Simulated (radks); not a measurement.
Results of a calculation; reference values are marked as such.
Q: Species: N3+. Configuration: 1s1.5 2s2 2p0.5 (fractional occupations, a model configuration). Level of theory: Dirac Kohn-Sham, BP86, spin-unpolarised, spherical densities, point nucleus; open shells are shared between the two j in proportion to 2j + 1 (a radial shooting solver on a logarithmic mesh with Libxc functionals). Some entries of the table are withheld. Estimate them.

orbital,occ.,eigenvalue (eV),<r> (bohr),<1/r> (bohr^-1)
1s1/2,1.5,-481.1980,0.2236,(1)
2s1/2,2,(2),1.062,(3)
2p1/2,0.166667,-61.3011,(4),1.313
2p3/2,0.333333,-61.2559,(5),1.311

A: 
(1) 1s1/2 <1/r> (bohr^-1): 6.785
(2) 2s1/2 eigenvalue (eV): -71.9867
(3) 2s1/2 <1/r> (bohr^-1): 1.373
(4) 2p1/2 <r> (bohr): 0.9757
(5) 2p3/2 <r> (bohr): 0.9765
